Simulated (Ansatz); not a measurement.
A series at Si: from `S[Si](S)(S)S`, ligands are replaced one by one, each step taking up H–F and setting free H₂S; n counts the steps. Ansatz, PBE0-D4/def2-TZVP geometries. Each molecule was computed in one conformer, which needn't be the lowest.

| n | molecule | HOMO energy, ωB97M-V/def2-TZVPP (eV) |
| --- | --- | --- |
| 0 | `S[Si](S)(S)S` | ? |
| 1 | `F[Si](S)(S)S` | -10.20 |
| 2 | `F[Si](F)(S)S` | -10.48 |
| 3 | `F[Si](F)(F)S` | -10.77 |
| 4 | `F[Si](F)(F)F` | -15.29 |

Problem. By hand: fit a straight line y = ȳ + b (n − n̄) to the 4 given rows and predict n = 0.

Solution. n̄ = 2.500, ȳ = -11.685; Σ(n − n̄)(y − ȳ) = -7.780, Σ(n − n̄)² = 5.000, so b = -1.556 eV a step. Prediction: -11.685 + (-1.556) × (-2.500) = -7.79 eV.

Problem. By hand: compare with the computed value, -9.76 eV, and give the steps along the whole series.

Solution. The line misses by -1.97 eV (computed minus predicted). Steps: -0.44, -0.28, -0.29, -4.52 eV.

One step carries most of the change, so a line is a poor guide. The highest orbital can change its character along such a series. The miss is 35.6 % of the series' range.
